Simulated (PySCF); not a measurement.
C₆H₅I, SMILES C#C/C=C(\I)C=C. The structure is a stationary point at PBE0-D3(BJ)/def2-SVP. The structure was generated by enumeration; whether it is a known compound was not checked. The def2 effective core potentials stand for the cores of I; spin–orbit coupling is left out. One conformer was computed; it need not be the lowest.

Computed equilibrium geometry at PBE0-D3(BJ)/def2-SVP (PySCF confirms it by a frequency run) as a Z-matrix, and its point group (one conformer of several):
point group Cs.
```
C
C 1 1.3556
H 2 1.0978 1 116.35
C 2 1.4117 3 116.34 1 180.00
C 4 1.2150 3 150.35 2 180.00
H 5 1.0743 3 161.99 2 180.00
C 1 1.4533 2 121.43 3 0.00
C 7 1.3389 1 127.89 2 180.00
H 8 1.0919 7 120.53 1 180.00
H 8 1.0932 9 117.80 7 180.00
H 7 1.0971 8 118.88 9 0.00
I 1 2.1023 2 119.63 3 180.00
```
